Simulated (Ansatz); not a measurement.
`C=Cc1ccccc1` and `Brc1ccccc1` differ in one atom or group.

Ansatz, PBE0-D4/def2-TZVP geometries, multiplicity 1. Each molecule was computed in one conformer, which needn't be the lowest.

Scalar relativity is left out up to krypton.

```
                                                                                  property  `C=Cc1ccccc1`
                                                         HOMO energy (PBE/def2-TZVPP) / eV          -5.68
ideal-gas entropy at 298 K and 1 bar (rigid rotor, harmonic PBE0-D4/def2-TZVP) / J/(mol·K)            348
                                                   HOMO–LUMO gap (ωB97M-V/def2-TZVPP) / eV           9.47
                                                        LUMO energy (PBE0/def2-TZVPP) / eV          -1.10
                                                       HOMO energy (B3LYP/def2-TZVPP) / eV          -6.38
                                                         LUMO energy (PBE/def2-TZVPP) / eV          -1.96
```

(1) Give the same properties after the change, and the shifts. (Best estimate.)

Results:

(1) Computed: 
```
                                                                                  property  `Brc1ccccc1`  shift
                                                         HOMO energy (PBE/def2-TZVPP) / eV         -6.06  -0.38
ideal-gas entropy at 298 K and 1 bar (rigid rotor, harmonic PBE0-D4/def2-TZVP) / J/(mol·K)           325    -23
                                                   HOMO–LUMO gap (ωB97M-V/def2-TZVPP) / eV         10.57   1.10
                                                        LUMO energy (PBE0/def2-TZVPP) / eV         -0.59   0.51
                                                       HOMO energy (B3LYP/def2-TZVPP) / eV         -6.86  -0.48
                                                         LUMO energy (PBE/def2-TZVPP) / eV         -1.50   0.46
```

With PBE0 the HOMO falls by 0.49 eV and the LUMO rises by 0.51 eV, so the gap widens by about 1.00 eV. PBE moves the HOMO by -0.38 eV and ωB97M-V by -0.54 eV. The zero-point energy changes by -112.4 kJ/mol with -12 modes. Modes under 60 cm⁻¹, often nearly free rotors, make the harmonic entropy too high.

B3LYP here is the variant with VWN-RPA as its local correlation; programs differ in this.

Spin–orbit coupling is left out; it splits and shifts lone-pair levels of the heavy atoms by tenths of an eV.
